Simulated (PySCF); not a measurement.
## Does the structure fit the spectrum?

A compound C$_{6}$H$_{3}$F$_{3}$ gives the data below (simulated from a calculation) and was assigned the structure `Fc1ccc(F)c(F)c1`.

¹³C{¹H} NMR (computed): δ 235.8 (C), 120.0 (C, q, J = 323.5 Hz), 87.6 (C, q, J = 56.8 Hz), 83.5 (CH2), 83.2 (C, q, J = 5.8 Hz), 78.1 (CH).

¹H NMR (400 MHz, computed): δ 5.61 (tq, J = 9.4, 3.9 Hz, 1H), 5.46 (d, J = 9.4 Hz, 2H).

- couplings computed with B3LYP/pcJ-1 (spin–dipole term only in couplings to heteroatoms)
- coordinates at the PBE0-D3(BJ)/def2-SVP level
- NMR shieldings at PBE0/pcSseg-1/GIAO
- run in PySCF 2.14.0 with density-fitted response routines
- no solvent, one conformer, fast rotation and ring inversion assumed for equivalent nuclei, no relativistic terms

Shifts are taken against calculated references (same method and geometry level): ¹H (σref 31.27), ¹³C (σref 184.41) vs TMS.

Task: Compare with the shifts computed for the proposed structure, pairing carbons in order of shift.

Result: Numbering as in the mapped SMILES `[F:1][c:2]1[cH:3][cH:4][c:5]([F:6])[c:7]([F:8])[cH:9]1`. Hydrogens are named by the atom that carries them.

| atom | computed for proposal | given list | difference |
| --- | --- | --- | --- |
| C2 | 165.3 | 235.8 | -70.5 |
| C7 | 158.4 | 120.0 | +38.4 |
| C5 | 154.3 | 87.6 | +66.7 |
| C4 | 123.0 | 83.5 | +39.5 |
| C3 | 115.3 | 83.2 | +32.1 |
| C9 | 110.6 | 78.1 | +32.5 |

The rms difference is 49.2 ppm and the largest -70.5 ppm at C2 (aromatic carbon bearing fluorine). The carbon types in order of shift don't match either: C, C, C, CH, CH, CH for the proposal against C, C, C, CH2, C, CH in the data. The proposal doesn't fit.

Task: Which isomer fits?

Result: `C=C=CC#CC(F)(F)F`.

1. Carbon types of the structure: 4 × C, 1 × CH, 1 × CH2, which accounts for all hydrogens.
2. δC 235.8: central carbon of an allene; the central sp carbon of an allene is among the most deshielded carbons of hydrocarbons.
3. δC 120.0: CF3 carbon; 3 electronegative neighbours deshield it.
4. δC 87.6, 83.2: alkyne carbon; the triple bond shields along its axis, which puts it between sp3 and sp2 carbons.
5. δC 83.5, 78.1: terminal carbon of a cumulated C=C=C unit.

Other isomers checked: Fc1cc(F)cc(F)c1 (rms 50.6 ppm); Fc1cccc(F)c1F (rms 51.0 ppm).

The data come from this structure; uniqueness wasn't tested.

C–F couplings over four or more bonds (about 3 Hz to the para carbon of a fluoroarene) are left out. Common functionals overestimate the size of one-bond C–F couplings by tens of Hz; these are unscaled. Splittings below 1 Hz are ignored in the labels, and close J values are merged. Shifts are as computed. Against solution values, carbons near 30 ppm lie about +2 ppm off and those near 130 ppm about +5 ppm. Of 1211 compounds with measured shifts, 218 miss one by over three times the rms of a fit or turn the order of signals round; such compounds aren't used in these exercises.
